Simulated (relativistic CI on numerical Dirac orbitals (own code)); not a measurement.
**Radial parameters of Sr14+**

Calculated at this level of theory: Dirac-Coulomb-Breit CI, separate exchange-only KLI orbitals for each configuration, a model potential for QED, unscaled Slater integrals (own radial code, finite nucleus).

Slater integrals F^k, G^k are unscaled and averaged over j, outside the closed core [Ne]; ζ comes from projecting the Hamiltonian with its Breit term on Σ l·s of the shell.

- 3s2 3p6 3d6: F^2(3d,3d) = 226120, F^4(3d,3d) = 144500, ζ(3d) = 6718.6 cm⁻¹; <r>(3d) = 0.4407, <r^2>(3d) = 0.2295 (bohr units).
- 3s2 3p5 3d7: ζ(3p) = 63088, F^2(3d,3d) = 225450, F^4(3d,3d) = 144040, F^2(3p,3d) = 210520, G^1(3p,3d) = 242780, G^3(3p,3d) = 155920, ζ(3d) = 6586.3 cm⁻¹; <r>(3p) = 0.4678, <r^2>(3p) = 0.2533, <r>(3d) = 0.4418, <r^2>(3d) = 0.2307 (bohr units).
- 3s2 3p4 3d8: F^2(3p,3p) = 213070, ζ(3p) = 63091, F^2(3d,3d) = 224750, F^4(3d,3d) = 143570, F^2(3p,3d) = 210150, G^1(3p,3d) = 242620, G^3(3p,3d) = 155720, ζ(3d) = 6456.5 cm⁻¹; <r>(3p) = 0.4685, <r^2>(3p) = 0.254, <r>(3d) = 0.443, <r^2>(3d) = 0.232 (bohr units).

Problem. Give the Racah parameters of the d shell in 3s2 3p6 3d6.

Solution. B = F²/49 − 5F⁴/441 = 2976 cm⁻¹ and C = 35F⁴/441 = 11468 cm⁻¹.

Averages of the first 10 configurations, taken without configuration mixing, which lowers the lowest level and can move excited configurations by several eV; other configurations of the list can lie among them:

```tsv
Configuration	Parity	States	Average energy above the lowest level (eV)
3s2 3p6 3d6	even	210	12.8
3s2 3p5 3d7	odd	720	146.6
3s2 3p4 3d8	even	675	283.4
3s 3p6 3d7	even	240	233.9
3p6 3d8	even	45	459.0
3s2 3p6 3d5 4s	even	504	210.0
3s2 3p6 3d5 4p	odd	1512	237.7
3s 3p5 3d8	odd	540	366.5
3s2 3p6 3d5 4d	even	2520	280.1
3s2 3p6 3d4 4s2	even	210	422.7
```
